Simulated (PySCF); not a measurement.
Electron correlation in Zn³⁺ (zinc, charge +3)

[Ar] 3d9, 2D determinant. Computed with PySCF 2.14 in def2-QZVPPD, with the non-relativistic Hamiltonian (point nucleus). Frozen: [Ne]; 17 electrons correlated.

```
  level  correlation energy (mhartree)
   CCSD                        -604.05
    (T)                          -9.03
CCSD(T)                        -613.08
```

Diagnostics: T1 = 0.0054, D1 = 0.0102, largest double amplitude 0.011.

Question: Is a single reference adequate?

Answer: Yes: T1 lies below 0.03 and no double amplitude reaches 0.07.

This basis was not built for core-valence correlation, so the inner-shell part is incomplete.
